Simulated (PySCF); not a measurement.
C₆H₉N₃: full NMR table

```yaml
Formula: C6H9N3
SMILES: C=Cn1c(C)nnc1C
Point_group_of_the_computed_structure: C1
Degrees_of_unsaturation: 4
Carbon_signals: 4
Proton_signals: 4
```

Mapped SMILES: `[CH2:1]=[CH:2][n:3]1[c:4]([CH3:5])[n:6][n:7][c:8]1[CH3:9]`; H(Xn) means a hydrogen on atom n. Ha(C1) is cis to N3; Hb(C1) is trans to N3.

[PySCF 2.14: PBE0-D3(BJ)/def2-SVP structure; GIAO PBE0/pcSseg-1 shieldings; relativity neglected; a single conformation; no solvent; averaged over atoms made equivalent by symmetry, fast rotation or ring inversion]

Shifts are taken against calculated references (same method and geometry level): TMS for $^{1}$H (σref 31.27), $^{13}$C (σref 184.41); $^{15}$N (σref 265.67) vs NH3.

| carbon | δC, type | δH (multiplicity) | HMBC from (2–3 bonds) | span of the C tensor (ppm) |
| --- | --- | --- | --- | --- |
| C1 | 105.1, CH2 | Ha(C1) 5.43 (m); Hb(C1) 5.00 (m) | H(C2) | 185 |
| C2 | 134.8, CH | 6.76 (m) | Ha(C1), Hb(C1) | 199 |
| C4/C8 | 152.2, C | – | H(C2), H(C5)/H(C9) | 155 |
| C5/C9 | 14.4, CH3 | 2.47 (s) | – | 22 |

Other nuclei:
```
atoms   nucleus                         environment  δ (ppm)  σ (ppm)
N6/N7  $^{15}$N  pyridine-type nitrogen of an azole    363.6    -97.9
   N3  $^{15}$N          pyrrole-type ring nitrogen    211.6     54.1
```

Carbon types of the structure: 2 × C, 1 × CH, 1 × CH2, 2 × CH3, which accounts for all hydrogens. δC 152.2: substituted aromatic carbon next to a ring nitrogen. δC 134.8: alkene CH; an sp2 carbon of a C=C bond. δC 105.1: terminal =CH2 carbon; the olefinic region. δC 14.4: methyl carbon on an aromatic ring; a saturated carbon with 1 carbon neighbour and no heteroatom attached. δH 6.76: hydrogen on an alkene CH; attached to an sp2 carbon and in the plane of the double bond.

Shifts are as computed. Against solution values, carbons near 30 ppm lie about +2 ppm off and those near 130 ppm about +5 ppm. Of 1313 compounds with measured shifts, 239 miss one by over three times the rms of a fit or turn the order of signals round; such compounds aren't used in these exercises. Experimental scales use liquid or dissolved standards, which lie at an offset from isolated NH3 (liquid NH3: subtract about 20 ppm). Unscaled 15N shifts of sp2 nitrogen come out 20 to 40 ppm too high even then. Multiplicities follow the n + 1 count of equivalent neighbours, as no J values were calculated; m marks all less simple cases, F and P coupling included.
